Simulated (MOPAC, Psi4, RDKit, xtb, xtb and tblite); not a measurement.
Two geometries of SMILES OB(O)[SiH2]C[SeH], relaxed at GFN2-xTB with one dihedral held; other torsions can differ between them too.

Structure A

```
13

O      0.9933     0.6410     1.1669
B      1.5447     0.9116    -0.0629
O      2.8481     0.6536    -0.2617
Si     0.7358     2.0364    -1.4848
C      1.7592     1.8454    -3.0970
Se     3.6723     1.5950    -2.6959
H      0.4251    -0.1009     1.3325
H      3.3583     0.2282     0.4327
H      0.7669     3.4734    -1.1590
H     -0.6564     1.7609    -1.8918
H      1.4424     0.9836    -3.6840
H      1.6889     2.7349    -3.7189
H      4.1166     1.9752    -4.0364
```

Structure B

```
13

O     -1.6991     4.7110     0.5800
B     -1.8507     4.0775    -0.6184
O     -2.6653     4.6690    -1.5141
Si    -1.4552     2.1890    -1.0745
C     -1.6461     1.9427    -2.9640
Se    -3.1045     3.0654    -3.6702
H     -0.8972     4.5804     1.0792
H     -3.0349     5.5269    -1.2921
H     -0.1262     1.6374    -0.7397
H     -2.4219     1.2725    -0.4415
H     -1.9012     0.9137    -3.2073
H     -0.7408     2.2161    -3.5057
H     -3.2650     2.2736    -4.8904
```

Which is lower in energy at the level DF-MP2 (frozen core)/cc-pVTZ // GFN2-xTB (Psi4), and by how much?

B is lower, by 6.52 kcal/mol (dihedral H7–O1–B2–Si4: 90° in A, 45° in B).

E(B) − E(A) in kcal/mol at the other levels, on the same two geometries: GFN2-xTB (xtb and tblite) -6.14; B3LYP/def2-TZVP // GFN2-xTB (Psi4) -6.17; B3LYP-D3(BJ)/def2-TZVP // GFN2-xTB (Psi4) -6.25; PBE/def2-TZVP // GFN2-xTB (Psi4) -6.46; PBE-D3(BJ)/def2-TZVP // GFN2-xTB (Psi4) -6.50; HF/cc-pVTZ // GFN2-xTB (Psi4) -5.70; UFF // GFN2-xTB (RDKit) 5.03; AM1, restricted, heats of formation // GFN2-xTB (MOPAC) -6.99; PM7, restricted, heats of formation // GFN2-xTB (MOPAC) -2.27; GFN1-xTB // GFN2-xTB (xtb) -4.98.
